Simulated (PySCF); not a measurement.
# Dipole moment and polarisability of Si(NMe2)4

Si(NMe2)4, C8H24N4Si.
Cartesian coordinates in Å at the PBE0-D3(BJ)/def2-SVP level; atoms count from 1:
```
atom  x, y, z in Å
Si1   -0.0030    0.0003    0.0014
N2    -0.0650    0.0222    1.7375
C3     0.1951    1.2069    2.5106
C4    -0.2235   -1.1687    2.5268
H5    -0.6302    1.4225    3.2185
H6     0.3023    2.0789    1.8490
H7     1.1220    1.1245    3.1152
H8    -0.5058   -2.0183    1.8902
H9     0.7007   -1.4466    3.0740
H10   -1.0216   -1.0452    3.2852
N11    1.6297   -0.0718   -0.5873
C12    2.7554    0.3857    0.1811
C13    1.9546   -0.4360   -1.9404
H14    3.5695   -0.3657    0.1861
H15    2.4643    0.5595    1.2260
H16    3.1888    1.3281   -0.2125
H17    1.0543   -0.7802   -2.4700
H18    2.3841    0.4094   -2.5167
H19    2.6989   -1.2567   -1.9745
N20   -0.8031    1.4621   -0.4895
C21   -2.0137    1.9320    0.1291
C22   -0.4025    2.2189   -1.6442
H23   -1.9162    2.9813    0.4727
H24   -2.2580    1.3143    1.0056
H25   -2.8828    1.9004   -0.5601
H26    0.5682    1.8657   -2.0181
H27   -1.1323    2.1494   -2.4768
H28   -0.2914    3.2942   -1.4017
N29   -0.7754   -1.4097   -0.6567
C30   -0.1447   -2.7025   -0.6843
C31   -2.1504   -1.4196   -1.0757
H32   -0.6467   -3.4350   -0.0188
H33    0.9045   -2.6221   -0.3643
H34   -0.1528   -3.1389   -1.7032
H35   -2.5449   -0.3954   -1.1259
H36   -2.2595   -1.8653   -2.0841
H37   -2.8035   -2.0021   -0.3936
```

Level: wB97X-D/def2-SVPD (PySCF), static field, nuclei fixed, core orbitals frozen in the response. The polarisability tensor in these axes (au):

```
x   154.07  -0.91  -0.80
y    -0.91 155.22   1.40
z    -0.80   1.40 154.74
```

Question: Diagonalise the tensor; give its mean and Δα, where Δα² is half the sum of the squared differences of the eigenvalues.

Answer: Principal values 153.53, 153.58 and 156.92 au; mean 154.67 au = 22.92 Å³ = 25.50 × 10⁻⁴⁰ C²·m²/J; Δα = 3.36 au (2 % of the mean).

Question: What is the dipole moment?

Answer: 0.01 D; point group S4 allows none, and the residue is numerical.

Question: What depolarisation ratio follows for Rayleigh scattering of linearly polarised light, taking the static tensor?

Answer: ρ = 3Δα²/(45ᾱ² + 4Δα²) = 33.9/(1076592 + 45.3) = 3.15e-05.

Question: Find the Langevin capture rate constant for NO+ (29.998 u) meeting this molecule (204.177 u), k = 2.342 × 10⁻⁹ cm³/s × √(α in Å³ / reduced mass in u).

Answer: The reduced mass is 26.16 u, so k = 2.19 × 10⁻⁹ cm³/s.

Question: What are the principal values of the traceless quadrupole moment, Θ = ½Σq(3rr − r²1), about the centre of nuclear charge?

Answer: -0.29, -0.28, 0.58 D·Å. The electronic extent ⟨r²⟩ about the same centre is 2779 bohr², a root-mean-square distance of 2.61 Å for the 114 electrons.

Question: What would n − 1 = 2πNα be for an ideal gas of these molecules at 298.15 K and 1 atm, electronic part alone?

Answer: N = p/kT = 2.4615 × 10¹⁹ cm⁻³, so n − 1 = 2π × N × 22.92 × 10⁻²⁴ cm³ = 3545 × 10⁻⁶ at long wavelengths.

Geometry: PBE0-D3(BJ)/def2-SVP, one conformer, isolated molecule.

The run behind these numbers computed excited states as well. The run took 5.8 min wall, 13 min CPU (grids of density and orbitals included) on 2 threads, Intel Xeon Platinum 8175M at 2.50 GHz (x86_64), on a shared host, and the process peaked at 3.5 GiB of memory.
